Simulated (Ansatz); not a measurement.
Calculated with Ansatz (gas phase, PBE0-D4/def2-TZVP geometries, no zero-point term in ΔE). CBS: MP2 limit from def2 TZ/QZ plus the TZ coupled-cluster correction, frozen cores. Functionals use def2-TZVPP. def2 core potentials past Kr. For Ge, I outer-core shells are correlated without core-valence functions, which leaves a few kJ/mol of doubt a bond. Scalar relativity is left out up to krypton.

`[Cl][GeH]([Cl])[GeH3]` + HI → `[GeH3][I]` + `[Cl][GeH2][Cl]`  (cleavage of the Ge–Ge bond)

Problem. Is it downhill or uphill in electronic energy at CCSD(T)/CBS, and by how much? (Best estimate.)

Solution. Ansatz gave: Downhill: ΔE = -0.47 eV.

Problem. What do these levels give: revPBE-D4, B97M-V, PBE0-D4, BHLYP-D4, ωB97M-V, PBE-QIDH, r2SCAN, BHLYP, LC-ωPBE, CCSD(T)/def2-SVP, HF/CBS(def2), MP2/CBS(def2)? (Best estimate.)

Solution. Computed: revPBE-D4 -0.39, B97M-V -0.49, PBE0-D4 -0.45, BHLYP-D4 -0.51, ωB97M-V -0.48, PBE-QIDH -0.52, r2SCAN -0.47, BHLYP -0.56, LC-ωPBE -0.50, CCSD(T)/def2-SVP -0.50, HF/CBS(def2) -0.71, MP2/CBS(def2) -0.54 eV.

Problem. What do rigid-rotor, harmonic-oscillator terms from PBE0-D4/def2-TZVP frequencies (298.15 K, 1 bar) make of the CCSD(T)/CBS value? (Best estimate.)

Solution. Ansatz gave: ΔZPE = +0.08 eV, ΔH = -0.44 eV, ΔS = -5 J/(mol·K), ΔG = -0.43 eV.

Largest T1 diagnostic among the species: 0.011.

In def2-TZVPP, CCSD(T) changes the Hartree–Fock value by +0.27 eV (the triples alone add +0.02 eV) and MP2 by +0.20 eV. Leaving LDA and LC-ωPBE aside and taking each functional with its dispersion term where it has one, the values, not all of them listed here, spread over 0.15 eV, from PBE-QIDH to BLYP-D4. LDA lies +0.06 eV from PBE without D4. From PBE to PBE0 (25 % exact exchange), in def2-TZVPP and without D4, ΔE moves by −0.06 eV.
